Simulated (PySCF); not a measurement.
NbCl₄, SMILES [Cl][Nb]([Cl])([Cl])[Cl] (connectivity only; charge and spin as stated), neutral, multiplicity 2. Atoms are numbered in the order given.

```xyz
5

Nb     0.0000     0.0000     0.0000
Cl     1.3969    -1.3969     1.1624
Cl    -1.3969     1.3969     1.1624
Cl     1.3969     1.3969    -1.1624
Cl    -1.3969    -1.3969    -1.1624
```
Charge 0, spin multiplicity 2.

The structure is a stationary point at B3LYP-D3(BJ)/def2-SVP. The multiplicity is an assumed one; other spin states were not compared. The def2 effective core potentials stand for the cores of Nb; spin–orbit coupling is left out.

All values below come from TDA-PBE/def2-SVPD run with PySCF.

Vertical excitations; the highest root listed may be one member of a degenerate set. 

Computed UV-visible absorptions:
| state | energy (eV) | λ (nm) | f | main pairs |
|---|---|---|---|---|
| root 1 | 0.22 | 5659 | 0.000 | α HOMO→LUMO 100 % |
| root 2 | 1.14 | 1085 | 0.001 | α HOMO→LUMO+1 (degenerate set) |
| root 3 | 1.14 | 1085 | 0.001 | α HOMO→LUMO+2 (degenerate set) |
| root 4 | 1.64 | 758 | 0.007 | α HOMO→LUMO+3 99 % |
| root 5 | 3.64 | 341 | 0.003 | α HOMO−1→LUMO 73 %, β HOMO→LUMO 26 % |
| root 6 | 3.70 | 335 | 0.003 | α HOMO−2→LUMO, β HOMO−1→LUMO (degenerate set) |
| root 7 | 3.70 | 335 | 0.003 | α HOMO−3→LUMO, β HOMO−2→LUMO (degenerate set) |
| root 8 | 3.91 | 317 | 0.000 | α HOMO→LUMO+4 100 % |
| root 9 | 4.05 | 306 | 0.006 | α HOMO−2→LUMO, β HOMO−1→LUMO (degenerate set) |
| root 10 | 4.05 | 306 | 0.006 | α HOMO−3→LUMO, β HOMO−2→LUMO (degenerate set) |
Unrestricted roots are not spin-pure.
